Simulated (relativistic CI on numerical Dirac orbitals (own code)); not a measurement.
## d1 to d9 in one octahedral field

Computed with a parametric ligand-field model without spin-orbit coupling, by exact diagonalisation: B = 300, C = 1240, 10Dq = 37000 cm⁻¹ (Oh; |10Dq|/B = 123.3) for every shell. Energies in cm⁻¹; the field energy is (0.6 n_e − 0.4 n_t2) × 10Dq of the ground term; g labels are left out. So small a B with so large a field is typical of 4d and 5d ions, where spin-orbit coupling, left out here, reaches 1,000 to 4,000 cm⁻¹.

| Shell | Ground term | Electrons in e | Field energy | First spin-allowed bands | Lowest term of other spin |
| --- | --- | --- | --- | --- | --- |
| d1 | 2T2 | 0.000 | -14800 | 2E 37000 |  |
| d2 | 3T1 | 0.002 | -29524 | 3T2 36181, 3T1 39863 | 1T2 4332 |
| d3 | 4A2 | 0.000 | -44400 | 4T2 37000, 4T1 40506 | 2E 6244 |
| d4 | 3T1 | 0.003 | -59073 | 3E 35657, 3T1 35962 | 1T2 3996 |
| d5 | 2T2 | 0.007 | -73739 | 2A2 35114, 2T1 35224 | 4T1 30783 |
| d6 | ? | ? | ? | ? | ? |
| d7 | 2E | 1.003 | -66478 | 2T1 35885, 2T2 36229 | 4T1 30895 |
| d8 | 3A2 | 2.000 | -44400 | 3T2 37000, 3T1 40506 | 1E 4865 |
| d9 | 2E | 3.000 | -22200 | 2T2 37000 |  |

(1) Fill in the row of d6.

Answers

(1) Ground term: 1A1; Electrons in e: 0.006; Field energy: -88590; First spin-allowed bands: 1T1 35935, 1T2 40523; Lowest term of other spin: 3T1 33382. Low spin: d4, d5, d6, d7; the other shells keep the spin of the free ion. Only d4 to d7 can choose; the field needed to pair spins is smallest for d6 and largest for d5, which loses most exchange energy. In the strong-field picture 10Dq must exceed about 6B + 5C = 8000 (d4), 7.5B + 5C = 8450 (d5), 2.5B + 4C = 5710 (d6) and 4B + 4C = 6160 (d7); mixing of terms shifts these bounds somewhat.
